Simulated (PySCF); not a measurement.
C3H9Ga, SMILES CC[CH2][GaH2]. Heavy atoms are numbered as in [GaH2:1][CH2:4][CH2:5][CH3:6]. Hydrogens are named by the atom that carries them.

The structure is a stationary point at PBE0-D3(BJ)/def2-SVP. The structure was generated by enumeration; whether it is a known compound was not checked. The values are those of a single conformer.

These are PBE/def2-TZVP in PySCF values and carry that method's errors.

Atomic charges (e), one atom of each kind:

| atom | Mulliken | IAO | Löwdin |
|---|---|---|---|
| Ga1 (GaH2) | 0.22 | 0.50 | 0.35 |
| H on Ga1 | -0.07 | -0.13 | -0.09 |
| C4 (CH2) | -0.34 | -0.55 | -0.44 |
| C5 (CH2) | -0.16 | (withheld) | -0.33 |
| C6 (CH3) | -0.33 | (withheld) | -0.33 |
| H on C4 | 0.12 | 0.15 | 0.15 |
| H on C5 | 0.10 | (withheld) | 0.14 |
| H on C6 | 0.11 | (withheld) | 0.12 |

Task: Complete the blanks. (The exact figures need the calculation; the answer reports its results.)

Result: 
- C5 (CH2), IAO: -0.24
- C6 (CH3), IAO: -0.42
- H on C5, IAO: 0.13
- H on C6, IAO: 0.14
